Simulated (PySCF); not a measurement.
The numbers are results of PBE-D3(BJ)/def2-TZVP // PBE-D3(BJ)/def2-SVP (PySCF 2.14.0), not measurements. Isolated molecules, 0 K electronic values unless said otherwise. Excitations are Tamm–Dancoff values on a coarser integration grid. The basis has no diffuse functions, so Rydberg states are missing or too high.

Reference species (SMILES): `Fc1cc2sccc2cc1[SiH3]` (neutral, multiplicity 1).

```json
{
 "S1 oscillator strength": "0.005",
 "S1–T1 gap (TDA)": "0.96 eV"
}
```

Changed species: `Fc1cc2c([SiH3])cccc2s1`.

Task: Predict the effect on the S1 oscillator strength and S1–T1 gap (TDA).

Result: the S1 oscillator strength hardly moves; the S1–T1 gap (TDA) goes up by 0.07 eV, to 1.03 eV.
